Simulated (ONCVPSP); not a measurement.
**u(r) = r·R(r): atom against pseudo-atom (cobalt (Co))**

Columns: radius, all-electron u(r) and pseudo u(r) of the 3s shell (level -102.40 eV) of cobalt in the configuration [Ne] 3s2 3p6 3d7 4s2; PBE, scalar-relativistic, ONCV scheme, ONCVPSP 4.0.1.

```json
{"r (bohr)": "0.070", "all-electron": "0.0371", "pseudo": "0.1646"}
{"r (bohr)": "0.140", "all-electron": "-0.5977", "pseudo": "0.3295"}
{"r (bohr)": "0.210", "all-electron": "-0.6111", "pseudo": "0.4936"}
{"r (bohr)": "0.280", "all-electron": "-0.2293", "pseudo": "0.6536"}
{"r (bohr)": "0.350", "all-electron": "0.2553", "pseudo": "0.8038"}
{"r (bohr)": "0.420", "all-electron": "0.6820", "pseudo": "0.9367"}
{"r (bohr)": "0.490", "all-electron": "0.9911", "pseudo": "1.0445"}
{"r (bohr)": "0.560", "all-electron": "1.1779", "pseudo": "1.1208"}
{"r (bohr)": "0.630", "all-electron": "1.2604", "pseudo": "1.1614"}
{"r (bohr)": "0.700", "all-electron": "1.2646", "pseudo": "1.1655"}
{"r (bohr)": "0.770", "all-electron": "1.2157", "pseudo": "1.1361"}
{"r (bohr)": "0.840", "all-electron": "1.1336", "pseudo": "1.0784"}
{"r (bohr)": "0.910", "all-electron": "1.0339", "pseudo": "1.0001"}
{"r (bohr)": "0.980", "all-electron": "0.9272", "pseudo": "0.9089"}
{"r (bohr)": "1.050", "all-electron": "0.8208", "pseudo": "0.8121"}
{"r (bohr)": "1.120", "all-electron": "0.7192", "pseudo": "0.7157"}
{"r (bohr)": "1.190", "all-electron": "0.6251", "pseudo": "0.6239"}
{"r (bohr)": "1.260", "all-electron": "0.5397", "pseudo": "0.5394"}
{"r (bohr)": "1.330", "all-electron": "0.4634", "pseudo": "0.4633"}
{"r (bohr)": "1.400", "all-electron": "0.3961", "pseudo": "0.3961"}
{"r (bohr)": "1.470", "all-electron": "0.3373", "pseudo": "0.3373"}
{"r (bohr)": "1.540", "all-electron": "0.2864", "pseudo": "0.2863"}
{"r (bohr)": "1.610", "all-electron": "0.2424", "pseudo": "0.2423"}
{"r (bohr)": "1.680", "all-electron": "0.2047", "pseudo": "0.2047"}
{"r (bohr)": "1.750", "all-electron": "0.1725", "pseudo": "0.1725"}
{"r (bohr)": "1.820", "all-electron": "0.1452", "pseudo": "0.1451"}
```

(1) How many radial nodes do the two functions have?

(2) At about which radius was the pseudo-wave matched?

(3) Is the pseudo-wave norm-conserving?

## Answers

(1) The all-electron 3s function has n − l − 1 = 2; the pseudo-wave has 0, since the states of the same l below it are removed with the core.

(2) 1.40 bohr. The columns agree to 0.0005 from 1.26 bohr on; several derivatives are matched, so the curves merge somewhat inside the radius.

(3) Yes: the ONCV scheme keeps the norm inside the radius equal to the all-electron one, which fixes the energy derivative of the logarithmic derivative at the level.
